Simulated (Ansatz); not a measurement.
`FBN[CH2][SnH3]` + `F[SiH](F)F` → `F[Si](F)(F)[SnH3]` + `CNBF` at 500 K and 1 bar (formal exchange of groups at the Sn–C bond).

Computed with Ansatz on PBE0-D4/def2-TZVP structures; ΔE is electronic, products minus reactants. CBS: MP2 limit from def2 TZ/QZ plus the TZ coupled-cluster correction, frozen cores. This one scheme is used for every species. Elements past krypton have def2 core potentials. For Sn outer-core shells are correlated without core-valence functions, which leaves a few kJ/mol of doubt a bond. One conformer a species, not always the lowest.

| species | CCSD(T)/CBS energy (Eh) | H − E (kJ/mol) | S (J/(mol·K)) |
| --- | --- | --- | --- |
| `FBN[CH2][SnH3]` | -435.64520 | 264.8 | 449.1 |
| `F[SiH](F)F` | -589.26725 | 75.7 | 315.5 |
| `F[Si](F)(F)[SnH3]` | -804.48109 | 127.4 | 434.1 |
| `CNBF` | -220.44549 | 220.6 | 337.0 |

H − E and S are ideal-gas, rigid-rotor, harmonic terms from PBE0-D4/def2-TZVP, for one conformer and one mirror image of each species. 1 Eh = 2625.50 kJ/mol, R = 8.31446 J/(mol·K).

Task: By hand: ΔE, ΔH, ΔS and ΔG.

Result: ΔE = (-804.48109) + (-220.44549) − (-435.64520) − (-589.26725) = -0.01413 Eh = -37.1 kJ/mol. Δ(H − E) = 127.4 + 220.6 − 264.8 − 75.7 = 7.5, so ΔH = -29.6 kJ/mol. ΔS = 434.1 + 337.0 − 449.1 − 315.5 = 6.5 J/(mol·K). ΔG = -29.6 − 500 × (6.5)/1000 = -32.9 kJ/mol.

Task: By hand: the equilibrium constant, and the temperature at which ΔG would vanish if ΔH and ΔS stayed fixed.

Result: log₁₀ K = −ΔG/(RT ln 10) = 3.4. ΔH and −TΔS have one sign here, so there is no such temperature.

The number of gas molecules stays the same, so ΔS is small and ΔH decides. A doubt of 5 kJ/mol in ΔE shifts log₁₀ K by 0.5 here. Other conformers and mirror images would add mixing entropy, several J/(mol·K) or more a flexible species. Modes under 60 cm⁻¹, often nearly free rotors, make the harmonic entropy too high. These are equilibria of isolated gas molecules and say nothing of rates. Largest T1 diagnostic: 0.013 (customary marks: 0.02 for closed shells, 0.045 for open ones).

ΔS is within the doubt of such terms, so its sign, and with it that verdict, could turn.
